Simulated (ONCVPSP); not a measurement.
**Potentials for boron (B) compared**

Generated with ld1.x 7.5 (TM, RRKJ, ultrasoft, PAW), atompaw 4.2 or ONCVPSP 4.0.1. The cutoff is in Ry: for ld1.x and atompaw files where the sum of valence levels is converged to 10 mRy in a Bessel basis, for ONCV files where the hardest occupied wave has 1 mHa per electron of residual kinetic energy. The error is the largest all-electron minus pseudo excitation energy over each file’s own four to seven test configurations (ionisations up to +4, promotions, holes and added fractions of an electron), all of which were solved. The labels leave out finer settings (local radius, basis sizes, second energies), which also bear on the numbers. Spin-polarised tests are not counted. The rows are a selection from randomly drawn settings: files with unsolved tests, undetermined cutoffs or missed reference levels are left out.

A true bound ghost makes a file unfit for plane-wave use even where its test errors are small: the radial tests pick states by their node count and pass the ghost by.

```csv
potential,cutoff (Ry),largest error (meV),bound ghosts
"ONCV, LDA (Perdew-Wang 92), scalar-relativistic, rc 1.55/2.20/1.70 (spd), local smoothed, core correction yes, reference 2s2 2p1, qcut 5.1/5.8/4.8, projectors 2/3/3",23,+87,none
"ONCV, PBEsol, non-relativistic, rc 1.20/2.75 (sp), local smoothed, core correction yes, reference 2s2 2p1, qcut 4.5/4.1, projectors 2/3",24,+249,none
"ONCV, LDA (Perdew-Wang 92), scalar-relativistic, rc 1.40/4.00/3.35 (spd), local s, core correction no, reference 2s1.5 2p1.5, qcut 5.3/3.8/3.4, projectors 0/3/2",24,+1018,none
"ONCV, PBEsol, scalar-relativistic, rc 1.30/1.40 (sp), local smoothed, core correction yes, reference 2s2, qcut 6.3/5.6, projectors 2/2",27,+25,none
"ONCV, LDA (Perdew-Zunger), scalar-relativistic, rc 1.30/3.80/4.00 (spd), local smoothed, core correction yes, reference 2s1 2p2, qcut 5.2/3.7/2.6, projectors 2/2/1",24,+1127,none
"ONCV, PBE, scalar-relativistic, rc 1.35/3.40/3.00 (spd), local smoothed, core correction no, reference 2s2 2p1, qcut 4.1/4.5/3.8, projectors 2/2/2",42,+397,d
"ONCV, PBEsol, scalar-relativistic, rc 1.55/3.20 (sp), local smoothed, core correction yes, reference 2s1 2p2, qcut 3.9/3.8, projectors 1/2",30,+710,none
"ONCV, LDA (Perdew-Zunger), non-relativistic, rc 1.40/1.55 (sp), local smoothed, core correction no, reference 2s2, qcut 4.4/6.1, projectors 1/1",21,+49,none
```

Problem. Fill in the row for B: ONCV, LDA (Perdew-Wang 92), scalar-relativistic, rc 1.65/2.55/2.70 (spd), local smoothed, core correction yes, reference 2s2 2p1, qcut 4.8/5.7/3.9, projectors 2/2/2.

Solution. cutoff 20 Ry, largest error +62 meV, bound ghosts: none.
